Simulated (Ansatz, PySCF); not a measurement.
Torsion F1–Te2–Se3–H4 in FHSeTe (SMILES F[Te][SeH]); at each angle all else is relaxed with GFN2-xTB, and the levels are single points there.
Geometry at 90° (charge 0, multiplicity 1):
```tsv
atom	x (Å)	y (Å)	z (Å)
F	1.8602	-0.7061	0.3005
Te	1.0303	1.0396	-0.2614
Se	-1.2802	0.4826	0.2969
H	-1.3297	0.9413	1.6797
```

On the grid 0° to 330°, 0° is the highest and 90° the lowest point at CCSD(T)/CBS(def2-TZVPP, def2-QZVPP).

Rows in STO-3G carry no dispersion term and start afresh at each structure; the Pople sets are all-electron and without relativity.

The values were computed with Ansatz (Gaussian basis) for Hartree–Fock, density functionals and correlated methods; PySCF for STO-3G rows, the dispersion terms. Each number belongs to the level named beside it. In def2 rows elements past Kr take small-core potentials, without spin–orbit coupling.

**Question.** What is the computed energy at 0° less that at 90° (PBE0-D4/def2-TZVPP)?

**Answer.** 48 kJ/mol

**Question.** Predict the energy at 0° less that at 90° from HF/STO-3G.

**Answer.** 16 kJ/mol

**Question.** What is the computed energy at 0° less that at 90° (r2SCAN/def2-TZVPP)?

**Answer.** 52 kJ/mol

Ansatz is an electronic-structure program.
